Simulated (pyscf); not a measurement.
## •H₂C–CH₂–CH₂–Cl, doublet

Gas-phase minimum from PySCF at ωB97X-D3(BJ)/def2-SVP, one conformer. •H₂C–CH₂–CH₂–Cl lies 9.2 kcal/mol over its isomer H₃C–C•(CH₃)–Cl, and others may lie lower still (electronic energy, ωB97M-D3(BJ)). 

```
C
H 1 1.1030
H 1 1.1100 2 105.44
C 1 1.4916 2 110.87 3 119.88
H 4 1.0931 1 120.77 2 -32.04
H 4 1.0949 5 117.91 1 170.61
C 1 1.5247 2 109.28 3 -115.79
H 7 1.0989 1 111.27 2 -60.96
H 7 1.0997 8 108.42 1 122.56
Cl 7 1.7875 8 107.36 9 115.49
```
Charge 0, spin multiplicity 2.

Properties at ωB97X-D3(BJ)/def2-SVP:

```json
{
  "harmonic_wavenumbers_unscaled": "105, 136, 244, 378, 476, 747, 790, 895, 1001, 1105, 1112, 1166, 1275, 1295, 1384, 1455, 1461, 1481, 3014, 3112, 3116, 3169, 3187, 3286 cm⁻¹",
  "zero_point_energy": "50.6 kcal/mol",
  "rotational_symmetry_number": "1",
  "Entropy of this conformer at 298 K and 1 atm, rigid rotor and harmonic oscillator, modes under 100 cm⁻¹ raised to 100": "318.8 J/(mol K)",
  "dipole_moment": "1.79 D",
  "Spin expectation value S2": "0.754"
}
```

Single-point totals, which compare only within one level:

| level | total energy (hartree) |
|---|---|
| ωB97X-D3(BJ)/def2-TZVP | -578.19736 |
| PBE/def2-TZVP | -577.76683 |
| r²SCAN/def2-TZVP | -578.02086 |
| B3LYP-D3(BJ)/def2-TZVP | -578.15729 |
| PBE0-D3(BJ)/def2-TZVP | -577.83232 |
| M06-2X/def2-TZVP | -578.04432 |
| ωB97M-D3(BJ)/def2-TZVP | -578.20228 |

Soft torsions are taken as harmonic, which can shift the entropy by several J/(mol K).
